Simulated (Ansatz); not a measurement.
`NB1CO1` and `OB1CO1` differ in one atom or group.

Ansatz, PBE0-D4/def2-TZVP geometries, multiplicity 1. Each molecule was computed in one conformer, which needn't be the lowest.

```tsv
property	`NB1CO1`
size of the dipole moment (B3LYP/def2-TZVPP) / D	2.57
LUMO energy (PBE/def2-TZVPP) / eV	-0.06
LUMO energy (ωB97M-V/def2-TZVPP) / eV	2.02
HOMO energy (PBE0/def2-TZVPP) / eV	-7.83
size of the dipole moment (ωB97M-V/def2-TZVPP) / D	2.58
HOMO–LUMO gap (PBE/def2-TZVPP) / eV	6.37
```

(1) What does the change do to each property? (Estimate.)

Results:

(1) The calculation gave: 
```json
{"property": "size of the dipole moment (B3LYP/def2-TZVPP) / D", "`OB1CO1`": "2.98", "shift": "0.41"}
{"property": "LUMO energy (PBE/def2-TZVPP) / eV", "`OB1CO1`": "-0.41", "shift": "-0.35"}
{"property": "LUMO energy (ωB97M-V/def2-TZVPP) / eV", "`OB1CO1`": "1.74", "shift": "-0.28"}
{"property": "HOMO energy (PBE0/def2-TZVPP) / eV", "`OB1CO1`": "-8.08", "shift": "-0.25"}
{"property": "size of the dipole moment (ωB97M-V/def2-TZVPP) / D", "`OB1CO1`": "2.99", "shift": "0.41"}
{"property": "HOMO–LUMO gap (PBE/def2-TZVPP) / eV", "`OB1CO1`": "6.23", "shift": "-0.14"}
```

With PBE0 the HOMO falls by 0.25 eV and the LUMO falls by 0.32 eV, so the gap narrows by about 0.07 eV. PBE moves the HOMO by -0.22 eV and ωB97M-V by -0.24 eV. The zero-point energy changes by -32.0 kJ/mol with -3 modes. Dipoles are sizes alone; their direction can turn.

B3LYP here is the variant with VWN-RPA as its local correlation; programs differ in this.
